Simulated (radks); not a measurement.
Spherical quantum dot in the effective-mass picture: electrons in a hard-walled sphere of radius 1.53, with a point charge +1 (a donor) at the centre, all in effective atomic units (hartree* = m*/eps^2 hartree, bohr* = eps/m* bohr), one dielectric constant everywhere. Calculated with a radial shooting solver with Libxc functionals: non-relativistic Kohn-Sham, PBEsol, spin-polarised, spherical densities. Levels are named by radial order and angular momentum (1s, 1p, 1d, 2s, ...), and open shells are averaged over m. Results are scaled to m* = 0.036 and eps = 7.3, for which hartree* = 18.38 meV and bohr* = 10.73 nm.

N = 17, configuration 1s2 1p6 1d(up 5, down 4). This is the lowest configuration that the search found. Occupied and some empty levels:

level,occupation,eigenvalue (meV),<r> (nm)
1s up,1,293.98,9.013
1s down,1,294.58,8.997
1p up,3,327.28,10.40
1p down,3,328.01,10.39
1d up,5,371.64,11.12
1d down,4,372.41,11.12
2s up,0,398.52,7.638
2s down,0,398.87,7.645
1f up,0,427.45,11.62
1f down,0,428.24,11.62
2p up,0,484.80,8.603
2p down,0,485.26,8.602

Energy (meV): total 3561.26, kinetic 1772.1, external -343.96, Hartree 2434.0, exchange-correlation -300.87.
